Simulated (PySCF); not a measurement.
Energy landscape of H3B, singlet: umbrella (inversion) coordinate, bond length relaxed. Scanned: angle between the B-H bonds and the threefold axis (90 = planar). Other coordinates (B-H bond length) were minimised at B3LYP/def2-TZVP.

Method: CCSD(T) on RHF/cc-pVTZ, 1 core orbital frozen run with PySCF 2.14.0.

Scanned values (°): 90, 93, 96, 99, 102, 105, 108, 111, 114, 117, 120, 123, 126, 129, 132.

Task: At which scan points does the profile have its minima and maxima, and how high do they lie?

Result: Lower than their neighbours: 90° (0.0 kcal/mol, end of the scan). Higher than their neighbours: 132° (106.4 kcal/mol, end of the scan). The whole profile spans 106.4 kcal/mol.
